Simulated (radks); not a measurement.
Results of a calculation; reference values are marked as such.
Neutral caesium inside a hard spherical wall (all orbitals vanish at R), configuration held at [Xe] 6s1 and not refilled when levels cross. Code: a radial shooting solver on a logarithmic mesh with Libxc functionals. Model: scalar-relativistic Kohn-Sham, PBE, spin-polarised, spherical densities, finite nucleus; open shells are filled with parallel spins first (spin-orbit coupling, left out, can overturn this in heavy ions); Fermi nuclear charge, rms radius 4.8041 fm. Eigenvalues in eV for spin up, with the zero of energy where the potential of the charges vanishes at infinity; a dash marks a level that is unbound or too diffuse for the functional's potential to be trusted. A positive occupied level is held by the wall or, in an anion where self-interaction has pushed it up, behind a barrier. The pressure on the wall is -dE/dV.

| R (bohr) | E (hartree) | kinetic (hartree) | e(4d) | e(5s) | e(5p) | e(6s) | e(6p, empty) | e(5d, empty) | pressure (GPa) |
|---|---|---|---|---|---|---|---|---|---|
| free | -7786.6387 | 8203.463 | -74.207 | -26.703 | -13.513 | -2.267 | -0.868 | -0.519 | 0 |
| 20 | -7786.6387 | 8203.463 | -74.206 | -26.702 | -13.512 | -2.267 | -0.861 | -0.514 | < 0.0001 |
| 12 | -7786.6366 | 8203.478 | -74.048 | -26.547 | -13.362 | -2.142 | -0.503 | -0.303 | 0.0234 |
| 10 | -7786.6306 | 8203.510 | -73.795 | -26.302 | -13.126 | -1.872 | 0.068 | 0.000 | 0.128 |
| 6 | -7786.5022 | 8204.000 | -71.918 | -24.597 | -11.534 | 2.209 | 6.739 | 2.652 | 7.24 |
| 4 | -7785.6276 | 8207.531 | -65.070 | -19.305 | -6.047 | 21.146 | 31.417 | 11.830 | 184 |
| 3.5 | -7784.6816 | 8211.181 | -59.833 | -15.167 | -1.295 | 36.816 | 49.946 | 19.085 | 523 |
| 3 | -7782.5311 | 8218.910 | -51.092 | -7.323 | 8.068 | 66.354 | 83.448 | 32.726 | 1680 |
| 2 | -7761.5738 | 8286.213 | -7.576 | 54.189 | 80.794 | 262.47 | 293.56 | 126.56 | 31200 |
